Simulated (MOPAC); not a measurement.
MOPAC input (PM7):

```
PM7 FORCE THERMO(298,298) PRECISE LET CHARGE=-1 GEO-OK AUX(PRECISION=9) THREADS=1
CH6NSi

C    -1.62361346 1   -0.07253143 1    0.45127609 1
N    -0.36477110 1   -0.69662916 1    0.09518578 1
Si    1.00568644 1    0.26189062 1   -0.27754767 1
H    -2.33416701 1   -0.90668750 1    0.64146489 1
H    -1.61696307 1    0.53520903 1    1.37921560 1
H    -2.09446065 1    0.55081831 1   -0.33624930 1
H     2.08158226 1   -0.67701773 1   -0.58557112 1
H     1.50428249 1    1.15015782 1    0.78274013 1
H     0.88898175 1    1.17027199 1   -1.42778107 1
```

Output:

```
 *******************************************************************************
 **                                                                           **
 **                              MOPAC v23.2.5                                **
 **                                                                           **
 *******************************************************************************
 ** MOPAC's Digital Object Identifier: https://doi.org/10.5281/zenodo.6511958 **
 **                                                                           **
 ** Please cite the open-source release paper for use of this MOPAC version:  **
 ** J. E. Moussa and J. J. P. Stewart (2026)                                  **
 ** MOPAC: An open-source semiempirical molecular orbital program             **
 ** J. Open Source Softw., 11(119), 8025, https://doi.org/10.21105/joss.08025 **
 *******************************************************************************

                              PM7 CALCULATION RESULTS

 *******************************************************************************
 *  PM7        - The PM7 Hamiltonian to be used
 *  GEO-OK     - OVERRIDE INTERATOMIC DISTANCE AND OTHER SAFETY CHECKS
 *
 *
 *
 *                 CHARGE ON SYSTEM = -1
 *
 *
 *
 *  LET        - OVERRIDE SOME SAFETY CHECKS
 *  PRECISE    - TIGHTER CRITERIA TO BE USED
 *  FORCE      - FORCE CALCULATION SPECIFIED
 *  AUX        - OUTPUT AUXILIARY INFORMATION
 *  THERMO     - THERMODYNAMIC QUANTITIES TO BE CALCULATED
 *******************************************************************************
PM7 FORCE THERMO(298,298) PRECISE LET CHARGE=-1 GEO-OK AUX(PRECISION=9) THREADS=1
 CH6NSi

   ATOM   CHEMICAL          X               Y               Z
  NUMBER   SYMBOL      (ANGSTROMS)     (ANGSTROMS)     (ANGSTROMS)

     1       C         -1.62361346  *  -0.07253143  *   0.45127609  *
     2       N         -0.36477110  *  -0.69662916  *   0.09518578  *
     3      Si          1.00568644  *   0.26189062  *  -0.27754767  *
     4       H         -2.33416701  *  -0.90668750  *   0.64146489  *
     5       H         -1.61696307  *   0.53520903  *   1.37921560  *
     6       H         -2.09446065  *   0.55081831  *  -0.33624930  *
     7       H          2.08158226  *  -0.67701773  *  -0.58557112  *
     8       H          1.50428249  *   1.15015782  *   0.78274013  *
     9       H          0.88898175  *   1.17027199  *  -1.42778107  *

          CARTESIAN COORDINATES

    NO.       ATOM           X           Y           Z

     1         C         -1.6236     -0.0725      0.4513
     2         N         -0.3648     -0.6966      0.0952
     3        Si          1.0057      0.2619     -0.2775
     4         H         -2.3342     -0.9067      0.6415
     5         H         -1.6170      0.5352      1.3792
     6         H         -2.0945      0.5508     -0.3362
     7         H          2.0816     -0.6770     -0.5856
     8         H          1.5043      1.1502      0.7827
     9         H          0.8890      1.1703     -1.4278
[...]
 FORCE CONSTANT      1.4913

 VIBRATION         17   10A'         ATOM PAIR     ENERGY CONTRIBUTION    RADIAL
 FREQUENCY          2261.34         Si3 -- H 9         +47.6% ( 68.7%)     98.2%
 TRANSITION DIPOLE   0.5743         Si3 -- H 8         +47.6% ( 68.7%)     98.2%
 TRAVEL (Ang.)       0.2535         Si3 -- H 7          +4.5% ( 21.2%)     87.9%
 REDUCED MASS        0.4640         C 1 -- Si3          +0.2% (  4.2%)      1.5%
 EFFECTIVE MASS      1.2750
 FORCE CONSTANT      1.3979

 VIBRATION         18   11A'         ATOM PAIR     ENERGY CONTRIBUTION    RADIAL
 FREQUENCY          2294.16         Si3 -- H 7         +95.8% ( 97.7%)    100.0%
 TRANSITION DIPOLE   0.4048         Si3 -- H 9          +1.9% ( 13.9%)     37.5%
 TRAVEL (Ang.)       0.1813         Si3 -- H 8          +1.9% ( 13.9%)     37.5%
 REDUCED MASS        0.8945         C 1 -- Si3          +0.2% (  4.0%)     62.3%
 EFFECTIVE MASS      1.2594
 FORCE CONSTANT      2.7737

 VIBRATION         19    8A"         ATOM PAIR     ENERGY CONTRIBUTION    RADIAL
 FREQUENCY          2591.21         C 1 -- H 5         +48.8% ( 72.2%)     98.2%
 TRANSITION DIPOLE   0.2106         C 1 -- H 6         +48.8% ( 72.2%)     98.2%
 TRAVEL (Ang.)       0.2296         C 1 -- Si3          +0.8% (  9.4%)      0.0%
 REDUCED MASS        0.4936         C 1 -- N 2          +0.8% (  9.3%)      0.0%
 EFFECTIVE MASS      1.4218
 FORCE CONSTANT      1.9529

 VIBRATION         20   12A'         ATOM PAIR     ENERGY CONTRIBUTION    RADIAL
 FREQUENCY          2612.85         C 1 -- H 4         +49.0% ( 72.1%)     99.4%
 TRANSITION DIPOLE   0.2156         C 1 -- H 6         +24.7% ( 51.1%)     92.1%
 TRAVEL (Ang.)       0.2618         C 1 -- H 5         +24.7% ( 51.1%)     92.1%
 REDUCED MASS        0.3765         C 1 -- Si3          +0.8% (  9.2%)     14.1%
 EFFECTIVE MASS      1.3963
 FORCE CONSTANT      1.5143

 VIBRATION         21   13A'         ATOM PAIR     ENERGY CONTRIBUTION    RADIAL
 FREQUENCY          2711.15         C 1 -- H 4         +51.7% ( 69.0%)     98.7%
 TRANSITION DIPOLE   0.2881         C 1 -- H 6         +23.9% ( 46.9%)     95.9%
 TRAVEL (Ang.)       0.2599         C 1 -- H 5         +23.9% ( 46.9%)     95.9%
 REDUCED MASS        0.3682         C 1 -- Si3          +0.2% (  4.6%)     99.9%
 EFFECTIVE MASS      1.1159
 FORCE CONSTANT      1.5945

      SYMMETRY NUMBER FOR POINT-GROUP Cs  =  1

          SYSTEM IS A GROUND STATE

 CH6NSi

          MOLECULE IS NOT LINEAR

          THERE ARE 21 GENUINE VIBRATIONS IN THIS SYSTEM
          THIS THERMODYNAMICS CALCULATION IS LIMITED TO
          MOLECULES WHICH HAVE NO INTERNAL ROTATIONS

                    CALCULATED THERMODYNAMIC PROPERTIES
                                          *
   TEMP. (K)   PARTITION FUNCTION   H.O.F.    ENTHALPY  HEAT CAPACITY ENTROPY
                                   KCAL/MOL   CAL/MOLE    CAL/K/MOL  CAL/K/MOL

 298.00  VIB.     0.5363D+01                  1404.3372    10.3740     8.0499
         ROT.     0.2886D+05                   888.2803     2.9808    23.3898
         INT.     0.1548D+06                  2292.6175    13.3548    31.4397
         TRA.     0.4510D+27                  1480.4672     4.9680    38.2006
         TOT.                       -0.922    3773.0847    18.3228    69.6403

   *: NOTE: HEATS OF FORMATION ARE RELATIVE TO THE
            ELEMENTS IN THEIR STANDARD STATE AT 298K
              (=  Standard Enthalpy of Formation).

            Hvib:  Zero-point energy is not included.
                   frequencies of less than zero cm-1 are not included.
            Hrot = (3/2)RT
            Htra = (3/2)RT + pV = (5/2)RT

            Heat capacity is Cp, not Cv

          For more information, see: HTTP://OpenMOPAC.net/Manual/thermochemistry.html

           FORCE CONSTANT IN CARTESIAN COORDINATES (Millidynes/A)

    ATOM   CHEMICAL       X               Y               Z
   NUMBER   SYMBOL  FORCE CONSTANT  FORCE CONSTANT  FORCE CONSTANT

      1       C        7.003807        5.978345        5.724573
      2       N        7.646874        4.273999        0.802740
      3      Si        5.329090        5.707806        4.486341
      4       H        1.153242        3.664135        0.574441
      5       H        1.436350        1.145644        2.693548
      6       H        1.436357        1.145654        2.693532
      7       H        2.856585        0.529154        0.264553
      8       H        0.335730        1.270374        1.924261
      9       H        0.335732        1.270385        1.924248

 **********************
 *                    *
 * JOB ENDED NORMALLY *
 *                    *
 **********************

 == MOPAC DONE ==
```

The dipole moment of an ion depends on the origin.
